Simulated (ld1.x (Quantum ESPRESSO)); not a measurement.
**I: one change to a TM potential, before and after**

- Element: iodine (I)
- Generator: ld1.x (Quantum ESPRESSO) 7.5
- Type: norm-conserving Troullier–Martins (Kleinman–Bylander form)
- Functional: PBE
- Relativity: scalar-relativistic
- Frozen core: [Kr]
- Valence charge: 17
- Reference configuration: 4d10 5s2 5p3.5 (charge +1.5)
- Partial waves: 5s (bound): rc 1.35 bohr; 4d (bound): rc 1.20 bohr; 5p (bound): rc 2.10 bohr
- Local potential: the p channel
- Core correction: a·sin(br)/r model core, default radius (core density twice the valence density)

Change: all radii but the core radius scaled by about 0.80 (s 1.08, p 1.68, d 0.96 bohr).

Cutoffs: the cutoffs (Ry, on a coarse ladder) from which the occupation-weighted sum of valence levels, in a spherical-Bessel basis at the reference potential, stays within 10 and 1 mRy of its value at 400 Ry; they do not see the model core or the augmentation charge, which bear on the density cutoff. Errors are all-electron minus pseudo energies relative to the spin-unpolarised reference configuration.

How do hardness, ghosts and transferability respond?

A bound ghost appears in s, which as a rule spoils a file; the number of tests that count goes from 7 to 6; of the 6 tests that both files solve, the error grows in 1 and shrinks in 5 by more than 15 % and 0.3 meV (median size 10.1 → 5.8 meV).

| quantity | base | changed |
| --- | --- | --- |
| cutoff, loose | 120 Ry | over 300 Ry |
| cutoff, tight | 200 Ry | over 300 Ry |
| loose cutoff by channel (10 mRy a level) | s 45 Ry, d 100 Ry, p 15 Ry | s 260 Ry, d 100 Ry, p 25 Ry |
| bound ghosts | none | s |
| tests counted (converged, no solver errors) | 7 of 7 | 6 of 7 |
| error for 4d10 5s2 5p5, meV [ΔE -19.91 eV] | +12 | +6.9 |
| error for 4d10 5s2 5p4, meV [ΔE -8.78 eV] | +3.4 | +2.5 |
| error for 4d10 5s2 5p3, meV [ΔE 11.06 eV] | -1.8 | -2.9 |
| error for 4d10 5s2 5p4.5, meV [ΔE -15.38 eV] | +7.8 | +4.8 |
| error for 4d9 5s2 5p5, meV [ΔE 38.33 eV] | -584 | -461 |
| error for 4d9 5s2 5p6, meV [ΔE 25.95 eV] | -671 | -554 |

Changed file: Tests not counted: 4d10 5s2 5p2 (solver errors, printed error -2784 eV). A true bound ghost makes a file unfit for plane-wave use even where its test errors are small: the radial tests pick states by their node count and pass the ghost by. Where a test does run into it, the solver fails or the error is huge.
